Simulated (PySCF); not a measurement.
Ionisation energy of Dy³⁺ by level of theory

Dy³⁺ [Xe] 4f9 [4f5/2^6 4f7/2^3, M_J = 15/2] → Dy⁴⁺ [Xe] 4f8 [4f5/2^6 4f7/2^2, M_J = 6], as a difference of total energies. All numbers are calculated (PySCF 2.14, the two-component X2C-1e Hamiltonian, in x2c-TZVPall-2c). Correlated levels: [Ar] 3d10 frozen; the 18 highest virtual spinors dropped. "Screened" scales the spin-orbit matrix elements by Boettger's factors to mimic the two-electron term; Breit and QED terms are absent.

```
                    method  ionisation energy (eV)  difference from reference (eV)
           GHF (spin-free)                  37.503                          -3.727
          GMP2 (spin-free)                  40.295                          -0.935
 GHF (screened spin-orbit)                  37.638                          -3.592
GMP2 (screened spin-orbit)                  40.433                          -0.797
```

Reference: 41.23 ± 0.08 eV (semi-empirical (NIST evaluation); NIST Atomic Spectra Database, ionization energies).

The spin-free rows relax to the high-spin LS determinant and lack the spin-orbit shift.

The labels give the starting determinants; with spin-orbit coupling the two ends relaxed to ⟨J²⟩ = 63.77, ⟨L²⟩ = 30.66, ⟨S²⟩ = 8.60 and ⟨J²⟩ = 42.01, ⟨L²⟩ = 12.39, ⟨S²⟩ = 11.84.
